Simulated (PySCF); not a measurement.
GeHCl₃, SMILES [Cl][GeH]([Cl])[Cl]. The structure is a stationary point at B3LYP-D3(BJ)/def2-SVP. The isomer is the one that the SMILES or the coordinates give; other isomers of the formula were not compared.

Computed equilibrium geometry at B3LYP-D3(BJ)/def2-SVP (PySCF confirms it by a frequency run) as a Z-matrix, and its point group:
point group C3v.
```
Ge
H 1 1.5294
Cl 1 2.1526 2 110.40
Cl 1 2.1526 2 110.40 3 -120.00
Cl 1 2.1526 2 110.40 3 120.00
```
